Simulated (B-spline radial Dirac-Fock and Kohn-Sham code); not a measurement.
Atomic SCF run for Pm⁵⁺

ΔSCF core binding energies without Breit or QED terms, calculated with a radial B-spline solver. Keys: rel is the Hamiltonian (dirac, or spin-free x2c and nr, where L3 and M5 stand for the whole 2p and 3d shells), method is hf or an exchange,correlation pair (spin-unpolarised, also for the hole states), nuc the nuclear model, radius_factor scales its radius, rmax is the box in bohr, h the logarithmic mesh step, order the B-spline order, points the quadrature points per cell, c_factor scales the speed of light, and damp, ndamp, maxit and tol steer the iteration. The run stops when the commutator error falls below 10·tol·max(1, Z/10), or the numerical noise floor, and the energy has settled to about 1e-8 Ha; the virial ratio is −V/T.

Input (task.json):

```json
{"items": [{"Z": 61, "q": 5, "cfg": [[1, 0, 2], [2, 0, 2], [2, 1, 6], [3, 0, 2], [3, 1, 6], [3, 2, 10], [4, 0, 2], [4, 1, 6], [4, 2, 10], [4, 3, 3], [5, 0, 2], [5, 1, 5]], "A": 145, "rrms": 4.962, "do": "settings", "holes": ["K", "L3", "M5"],
  "settings": [{"rel": "dirac", "method": "hf", "nuc": "fermi", "radius_factor": 1.0, "rmax": 45.0, "h": 0.3, "order": 8, "points": 10, "c_factor": 1.0, "maxit": 2, "damp": 0.5, "ndamp": 3, "tol": 1e-08}]}]}
```

Command: `python xray2_run.py task.json out`

Ground-state iterations:

```
iter   energy (Ha)        error
   1    -9994.44334318  2.02e+00
   2   -10009.60006278  8.31e-01
```

The ground state had not converged after 2 iterations, with total energy -10009.60006 Ha, virial ratio 1.90672 and highest orbital energy -13.28 eV. ΔSCF binding energies: K (1s) 45581.0 eV, L3 (2p3/2) 6674.2 eV, M5 (3d5/2) 1202.8 eV (not all states converged, so these are not final).

Q: One setting is unsound. Which, and why?

A: maxit ends the run before self-consistency. With the default settings (Dirac Hartree-Fock): The ground state converged in 10 iterations, with total energy -10016.90582 Ha, virial ratio 1.92487 and highest orbital energy -77.79 eV. ΔSCF binding energies: K (1s) 45444.9 eV, L3 (2p3/2) 6553.1 eV, M5 (3d5/2) 1110.5 eV.
